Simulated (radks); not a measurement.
These are the eigenvalues of the occupied orbitals of an atom or ion with whole-number occupations (hartree). All-electron calculation, Dirac Kohn-Sham, PBEsol, spin-unpolarised, spherical densities, point nucleus. Program: a radial shooting solver on a logarithmic mesh with Libxc functionals.

orbital  eigenvalue
1s1/2     -585.2823
2s1/2     -79.44653
2p1/2     -72.33687
2p3/2     -69.82563
3s1/2     -12.47811
3p1/2      -9.89718
3p3/2      -9.51187
3d3/2      -4.97798
3d5/2      -4.91071
4s1/2      -1.73484
4p1/2      -1.09900
4p3/2      -1.05585
5s1/2      -0.30651

Which element is it, and in what charge state? The configuration may be excited. Open shells, if any, are shared by 2j + 1.

Answer. Z = 38, strontium, charge +1: Sr+ in [Kr] 5s1. The list shows which subshells hold electrons but not how many an open one holds; the 1s level, -585.28 hartree, gives Z - s = 34.2 by -(Z - s)^2/2, which with screening and relativity narrows Z to a few neighbours, and the depths of the outer levels then fix element, charge and occupations together.
